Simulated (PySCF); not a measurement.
bis(trimethylsilyl) sulfide (C6H18SSi2), SMILES C[Si](C)(C)S[Si](C)(C)C.

Geometry: B3LYP-D3(BJ)/def2-SVP. The isomer is the one that the SMILES or the coordinates give; other isomers of the formula were not compared. The values are those of a single conformer.

Computed with PySCF with r2SCAN/def2-SVP.

The molecule is in vacuum.

Computed frontier levels, gap, dipole moment and polarisability:
```yaml
highest_occupied_level: -5.75 eV
lowest_empty_level: 0.94 eV
orbital_gap: 6.69 eV
dipole_moment: 1.82 D
quadrupole, principal values (traceless, Buckingham form, about the centre of nuclear charge): -5.29, -1.94, 7.22 D·Å
mean_static_polarisability: 130.2 bohr³ (19.29 Å³)
polarisability_principal_values: 116.5, 118.4, 155.8 bohr³
```
